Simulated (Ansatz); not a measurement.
Li₁₀F₁₀, relaxed as a singlet with RKS PBE-D4/def2-SVP in Ansatz, starting from the GFN2-xTB geometry. Force threshold 0.03 eV/Å.

Start:

```
atom    x (Å)    y (Å)    z (Å)
 Li1  -2.3323  -1.5548   1.8860
  F2  -1.6986   0.0322   1.9276
 Li3  -0.6358   1.0841   1.2192
  F4   0.2717   2.4123   0.8368
 Li5   1.4745   3.0324  -0.2079
  F6  -2.9238  -1.9658   0.2351
 Li7  -2.2489  -0.6537  -0.5801
  F8  -1.4344   0.6027  -1.2844
 Li9  -0.2692   1.7159  -1.6741
 F10   1.0144   2.7782  -1.9347
 F11  -1.0091  -2.7717   1.9360
Li12   0.2789  -1.7179   1.6719
 F13   1.4386  -0.6118   1.2716
Li14   2.2539   0.6454   0.5730
 F15   2.9243   1.9651  -0.2261
Li16  -1.4739  -3.0339   0.2137
 F17  -0.2785  -2.4152  -0.8432
Li18   0.6193  -1.0764  -1.2205
 F19   1.6923  -0.0247  -1.9178
Li20   2.3365   1.5577  -1.8822
```

```
step  energy (eV)  largest force component (eV/Å)  SCF passes
   1  -29198.0029                           0.492          16
   2  -29198.5719                           0.459          17
   3  -29199.2062                           0.445          16
   4  -29199.8311                           0.224          16
   5  -29200.0745                           0.046          17
   6  -29200.0766                           0.006          18
```

Force components are those of the run's own axes.

End:

```xyz
20

Li   -2.604   -1.871    2.036
F    -1.623   -0.406    1.631
Li   -0.478    0.820    0.927
F     0.562    2.227    0.428
Li    1.738    3.358   -0.355
F    -3.181   -2.257    0.358
Li   -2.070   -0.920   -0.253
F    -1.042    0.441   -0.928
Li    0.136    1.739   -1.468
F     1.247    3.077   -2.080
F    -1.247   -3.076    2.080
Li   -0.136   -1.738    1.468
F     1.042   -0.441    0.927
Li    2.071    0.920    0.253
F     3.181    2.257   -0.358
Li   -1.738   -3.358    0.355
F    -0.563   -2.227   -0.428
Li    0.478   -0.820   -0.927
F     1.623    0.406   -1.631
Li    2.604    1.871   -2.036
```

Bonds formed: F2–Li7, F2–Li12, Li3–F8, Li3–F13, F4–Li9, F4–Li14, Li7–F17, F8–Li18 (atoms count from 1). Metal–metal contacts that move far: Li3–Li18 3.49 to 2.65 Å, Li7–Li12 3.55 to 2.72 Å, Li9–Li14 3.54 to 2.72 Å.

No frequencies were taken in this run, so the end may be a saddle point.

It took 24 s on 4 threads of Arm Neoverse V2 on a shared host.
